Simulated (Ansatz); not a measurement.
Basis-set series for C2H10N3Sc (`C[N](C)[Sc]([NH2])[NH2]`). Total charge 0; spin multiplicity 1. The structure was optimised at the PBE0-D4/def2-TZVP level. It is one conformer, not always the lowest.

```tsv
functional	basis	functions	energy (Eh)	HOMO (eV)	LUMO (eV)
PBE0-D4	def2-TZVPP	359	-1006.91884	-5.88	-1.02
PBE0-D4	def2-QZVPP	678	-1006.94845	-5.91	-1.05
ωB97M-V	def2-TZVPP	359	-1007.22773	-8.17	0.35
ωB97M-V	def2-QZVPP	678	-1007.25562	-8.20	0.15
```

(1) Give the rows for def2-SVP. (Estimate.)

Results:

(1) Ansatz gave: 
```tsv
functional	basis	functions	energy (Eh)	HOMO (eV)	LUMO (eV)
PBE0-D4	def2-SVP	151	-1006.53199	-5.63	-0.77
ωB97M-V	def2-SVP	151	-1006.82840	-7.92	0.37
```

Positive LUMOs are unbound and depend on the basis. Scalar relativity is left out up to krypton.
